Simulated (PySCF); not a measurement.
Isomers of C7H9N. The calculation used TDDFT wB97X-D/def2-SVPD, vertical, gas phase, core orbitals frozen in the response (PySCF 2.14.0, density-fitted response routines). Geometries: PBE0-D3(BJ)/def2-SVP; one conformer of each isolated species. Triplets are in the Tamm–Dancoff approximation.

A. `N#C[C@@H]1CC=CCC1`
B. `NCC1=C[C@@H]2[C@@H]3[C@H]1[C@H]23`
C. `CCc1ccncc1`
D. `C=C(/C=C\C#N)CC`

Lowest singlet levels (six at most, fewer where fewer were computed) with oscillator strengths:

1. 5.65 eV (f 0.120); 6.40 eV (f 0.036); 6.53 eV (f 0.010); 6.68 eV (f 0.014); 7.01 eV (f 0.013); 7.10 eV (f 0.002)
2. 5.12 eV (f 0.005); 5.35 eV (f 0.000); 5.60 eV (f 0.027); 6.34 eV (f 0.001); 7.19 eV (f 0.381); 7.23 eV (f 0.746); T1 4.35 eV
3. 5.09 eV (f 0.604); 6.09 eV (f 0.003); 6.52 eV (f 0.000); 6.60 eV (f 0.007); 6.68 eV (f 0.004); 7.06 eV (f 0.002); T1 2.85 eV
4. 6.93 eV (f 0.125); 7.28 eV (f 0.168); 7.69 eV (f 0.000); 7.97 eV (f 0.000); 8.02 eV (f 0.002); 8.09 eV (f 0.003)

Question: Which spectrum belongs to which structure?

Answer: 1 = B, 2 = C, 3 = D, 4 = A.
- A: S1 at 6.93 eV, HOMO→LUMO (84%), HOMO→LUMO+1 (8%); Löwdin shares by element: HOMO carbon 83% or more (atoms not listed hold the other 17%); LUMO carbon 61% or more (atoms not listed hold the other 39%); HOMO -9.32 and LUMO 1.71 eV.
- B: S1 at 5.65 eV, HOMO→LUMO (92%); Löwdin shares by element: HOMO carbon 62% or more, nitrogen 10% (atoms not listed hold the other 28%); LUMO carbon 63% or more (atoms not listed hold the other 37%); HOMO -7.98 and LUMO 1.98 eV.
- C: S1 at 5.12 eV, HOMO→LUMO (96%); Löwdin shares by element: HOMO nitrogen 59%, carbon 26% or more (atoms not listed hold the other 15%); LUMO carbon 44% or more, nitrogen 21% (atoms not listed hold the other 35%); HOMO -9.24 and LUMO 1.00 eV; point group Cs, 1 of its 6 listed states under f = 0.0005.
- D: S1 at 5.09 eV, HOMO→LUMO (97%); Löwdin shares by element: HOMO carbon 72% or more (atoms not listed hold the other 28%); LUMO carbon 60% or more, nitrogen 11% (atoms not listed hold the other 30%); HOMO -8.99 and LUMO -0.42 eV.
C and D have S1 within 0.03 eV of each other; their strongest listed levels stand at 7.23 eV (f 0.746) and 5.09 eV (f 0.604).
